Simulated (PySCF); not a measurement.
## C4H4N, SMILES `[c]1cc[nH]c1` (charge 0, multiplicity 2)

Computed with CAM-B3LYP-D3(BJ)/def2-TZVP run with PySCF 2.14.0.

The highest occupied spin orbital is -7.54 eV. The dipole moment is 2.60 D, the total energy comes out as -5699.25 eV and the cost is very roughly 80 core-seconds.

Bonded distances (Å): C1–C2 1.404, C1–C5 1.357, C2–C3 1.374, C2–H6 1.076, C3–N4 1.364, C3–H7 1.077, N4–C5 1.375, N4–H8 1.004, C5–H9 1.075. Angles (°): C2–C1–C5 111.0, C1–C2–C3 104.9, C1–C2–H6 128.7, C3–C2–H6 126.5, C2–C3–N4 108.7, C2–C3–H7 130.1, N4–C3–H7 121.2, C3–N4–C5 110.1, C3–N4–H8 124.9, C5–N4–H8 125.0, C1–C5–N4 105.3, C1–C5–H9 132.5, N4–C5–H9 122.2.
Charge 0, spin multiplicity 2.
